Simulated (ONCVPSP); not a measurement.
**Which change was made? (Dy, ONCV)**

* Element: dysprosium (Dy)
* Generator: ONCVPSP 4.0.1
* Type: optimised norm-conserving Vanderbilt (ONCV)
* Functional: revPBE
* Relativity: scalar-relativistic
* Frozen core: [Kr] 4d10 4f9
* Valence charge: 11
* Reference configuration: 5s2 5p6 5d1 (charge +2)
* Partial waves: 5s: rc 1.90 bohr, ncon 4, nbas 8, qcut 6.6 1/bohr, 2 projectors, debl 2.6 Ha; 5p: rc 2.35 bohr, ncon 4, nbas 8, qcut 6.1 1/bohr, 2 projectors, debl 2.5 Ha; 5d: rc 2.85 bohr, ncon 5, nbas 9, qcut 5.1 1/bohr, 2 projectors, debl 2.3 Ha; f scattering state at 0.35 Ha: rc 1.90 bohr, ncon 4, nbas 7, qcut 5.9 1/bohr, local
* Local potential: the f channel
* Core correction: polynomial model core, fcfact 0.25

Cutoffs, loose and tight: the cutoffs (Ha) at which the residual kinetic energy of the hardest occupied pseudo-wave falls to 1 and 0.1 mHa per electron. They do not see the model core or the augmentation charge, which bear on the density cutoff. Test errors are all-electron minus pseudo excitation energies from the reference, over the configurations 5s2 5p6 5d1 6s2; 5s2 5p6 5d1 6s1; 5s2 5p6 5d0; 5s2 5p6 5d1.5 6s1.5; variants that change the core or the reference have their own tests.

The base gives: outcome: generated; cutoff, loose: 15 Ha; cutoff, tight: 18 Ha; bound ghosts: s; GHOST(+) flags above zero: p; largest test error (meV): -55.

Task: After one change the result is: outcome: generated; cutoff, loose: 27 Ha; cutoff, tight: 35 Ha; bound ghosts: s; GHOST(+) flags above zero: p, d; largest test error (meV): -23. Which change was it?
A. s: qcut 8.4; p: qcut 7.8; d: qcut 6.5; f: qcut 7.5
B. d: qcut 3.2
C. all radii but the core radius scaled by about 0.86 (s 1.64, p 2.02, d 2.46, f 1.64 bohr)
D. core correction none
E. f: nproj 1; local potential polynomial inside 1.60 bohr (lpopt 5, dvloc0 4 Ha)

Result: B. The others give: f: nproj 1; local potential polynomial inside 1.60 bohr (lpopt 5, dvloc0 4 Ha) → outcome: generated; cutoff, loose: 15 Ha; cutoff, tight: 18 Ha; bound ghosts: f; GHOST(+) flags above zero: none; largest test error (meV): -56 | core correction none → outcome: generated; cutoff, loose: 15 Ha; cutoff, tight: 18 Ha; bound ghosts: s; GHOST(+) flags above zero: p; largest test error (meV): +61 | s: qcut 8.4; p: qcut 7.8; d: qcut 6.5; f: qcut 7.5 → outcome: failed: ERROR pspot: first pseudo wave function has node, program will stop | all radii but the core radius scaled by about 0.86 (s 1.64, p 2.02, d 2.46, f 1.64 bohr) → outcome: generated; cutoff, loose: 18 Ha; cutoff, tight: 21 Ha; bound ghosts: s, p; GHOST(+) flags above zero: s, d; largest test error (meV): -62.
